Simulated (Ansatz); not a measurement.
This geometry of FGe2H5 (8 atoms, charge 0, multiplicity 1) is a first-order saddle point.

The calculation used Ansatz 0.2.0, RKS B3LYP/def2-SVP.

```xyz
8
Properties=species:S:1:pos:R:3
Ge -0.345 0.166 0.235
Ge 1.177 -0.047 2.227
H 0.233 -0.542 3.353
H 2.364 -1.026 2.150
H 1.607 1.408 2.476
H 1.404 0.138 0.295
H 0.033 1.179 -0.890
F -0.536 -1.381 -0.605
```

**Question.** Which two structures does it join? (They come from a converged band through this point; their orientation in space is the band's.)

**Answer.** Bonds broken: Ge1–Ge2, Ge1–H6. Bonds formed: Ge2–H6. FGe2H5 becomes FGeH + GeH4.

Image 0:

```xyz
8
Properties=species:S:1:pos:R:3
Ge 0.423 0.090 0.003
Ge 1.111 -0.021 2.344
H -0.115 -0.268 3.244
H 2.128 -1.162 2.541
H 1.771 1.315 2.749
H 1.605 0.220 -0.984
H -0.643 1.170 -0.283
F -0.343 -1.450 -0.371
```

Image 10:

```xyz
8
Properties=species:S:1:pos:R:3
Ge -0.403 0.246 -0.713
Ge 1.192 0.172 2.249
H 0.045 -0.361 3.116
H 2.064 -0.948 1.676
H 2.035 1.216 3.005
H 0.512 0.954 1.060
H 1.102 -0.043 -1.229
F -0.612 -1.342 0.078
```

**Question.** How far does it lie above each of them?

**Answer.** 1.94 eV above the first and 0.88 eV above the second. This is the barrier of this one path; another mechanism may lie lower. The orbitals stay closed-shell, which can raise the energy where a bond breaks towards radicals; this wasn't checked here.

Time of the run: 6.3 min on 2 threads of Arm Neoverse V2, on a shared host, peak memory 0.26 GiB.
